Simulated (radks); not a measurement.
These are the eigenvalues of the occupied orbitals of an atom or ion with whole-number occupations (eV). Calculated with a radial shooting solver on a logarithmic mesh with Libxc functionals: scalar-relativistic Kohn-Sham, PBEsol, spin-polarised, spherical densities, finite nucleus; Fermi nuclear charge, rms radius of each element as measured or else 0.836 A^(1/3) + 0.57 fm.

orbital  eigenvalue
1s down   -19876.22
1s up     -19876.22
2s up     -2865.407
2s down   -2865.240
2p up     -2569.284
2p down   -2569.159
3s up     -542.4599
3s down   -542.3636
3p up     -445.4476
3p down   -445.3393
3d up     -287.5998
3d down   -287.4377
4s up     -127.8538
4s down   -126.9494
4p up     -100.8643
4p down    -99.8822
4d up      -61.2768

Which element is it, and in what charge state? The configuration may be excited. Open shells, if any, are filled with parallel spins first.

Answer. Z = 42, molybdenum, charge +5: Mo5+ in [Kr] 4d1. The list shows which subshells hold electrons but not how many an open one holds; the 1s level, -730.44 hartree, gives Z - s = 38.2 by -(Z - s)^2/2, which with screening and relativity narrows Z to a few neighbours, and the depths of the outer levels then fix element, charge and occupations together.
